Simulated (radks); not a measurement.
Problem. F+, configuration [He] 2s2 2p4. Calculated with a radial shooting solver on a logarithmic mesh with Libxc functionals: non-relativistic Kohn-Sham, Slater X-alpha with alpha = 0.943, spin-unpolarised, spherical densities, point nucleus. Some entries of the table are withheld. Estimate them.

orbital,occ.,eigenvalue (hartree),<1/r> (bohr^-1)
1s,2,(1),(2)
2s,2,(3),1.550
2p,4,(4),1.433

Solution. 
(1) 1s eigenvalue (hartree): -25.83992
(2) 1s <1/r> (bohr^-1): 8.668
(3) 2s eigenvalue (hartree): -1.90683
(4) 2p eigenvalue (hartree): -1.20873
